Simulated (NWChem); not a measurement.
System: CH$_{3}$Si cation

```xyz
5

C     -0.0830     0.0000     1.0446
Si     0.3392     0.0000    -0.6195
H      0.0168    -0.9243     1.6401
H      0.0168     0.9243     1.6401
H     -0.4626     0.0000    -1.8734
```
Atoms are numbered in this order, from 1.

All runs: NWChem. Pople sets run with spherical d functions. All runs use the structure optimised with PBE0/def2-SVP. Level: M05-2X/6-31G* with SMD (1 M gas to 1 M solution), gas-phase geometry. Reactions with the solvent are ignored.

Problem. Order these by “solvation free energy (kcal/mol)”, lowest first: chloroform; ethylene glycol; ethyl acetate; diethyl ether.

Solution. ethylene glycol (-61.5), ethyl acetate (-54.0), chloroform (-51.4), diethyl ether (-49.8)
